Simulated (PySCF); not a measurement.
CF2, SMILES F[C]F (connectivity only; charge and spin as stated), neutral, multiplicity 1. The structure is a stationary point at B3LYP-D3(BJ)/def2-TZVP. The isomer is the one that the SMILES or the coordinates give; other isomers of the formula were not compared.

Level of theory: B3LYP-D3(BJ)/def2-TZVP in PySCF.

Harmonic wavenumbers (cm⁻¹): 670, 1110, 1227. Rotational constants (GHz): 87.43, 12.48, 10.92; symmetry number 2.

Work out the zero-point energy and the ideal-gas rigid-rotor harmonic-oscillator thermochemistry at 298.15 K and 1 atm.

ZPE = ½ Σ hcν = ½ × 3007 cm⁻¹ = 17.98 kJ/mol. H − E(el) = 28.33 kJ/mol. Entropy in J/(mol K): translation 157.54, rotation 81.38, vibration 1.85, total 240.76. G − E(el) = -43.45 kJ/mol. Cp = 38.90 J/(mol K).
